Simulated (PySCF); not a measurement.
## Correlation energy of Ir⁴⁺ (iridium, charge +4)

Starting occupation: [Xe] 4f14 5d5, 5d3/2 with m_j = -3/2, -1/2, +1/2, +3/2, 5d5/2 with m_j = +5/2. Computed with PySCF 2.14 in x2c-QZVPPall-2c (16s16p12d7f2g, 191 functions), with X2C-1e with screened-nucleus spin-orbit coupling, Gaussian nucleus. Frozen: [Kr] 4d10 4f14; 13 electrons correlated; the 58 highest virtual spinors left out.

MP2 pair energies summed by pair of shells (mhartree):

| pair | energy | share (%) |
| --- | --- | --- |
| 5d-5p | -140.21 | 44.3 |
| 5p-5p | -69.28 | 21.9 |
| 5d-5d | -52.63 | 16.6 |
| 5p-5s | -29.82 | 9.4 |
| 5d-5s | -20.30 | 6.4 |
| 5s-5s | -4.44 | 1.4 |

Total MP2 correlation energy: -316.68 mhartree.

The GHF reference relaxed away from the jj start to a determinant that is no pure jj level (⟨S²⟩ = 8.41, ⟨J²⟩ = 8.76); the energies belong to that determinant.

This basis was not built for core-valence correlation, so the inner-shell part is incomplete.
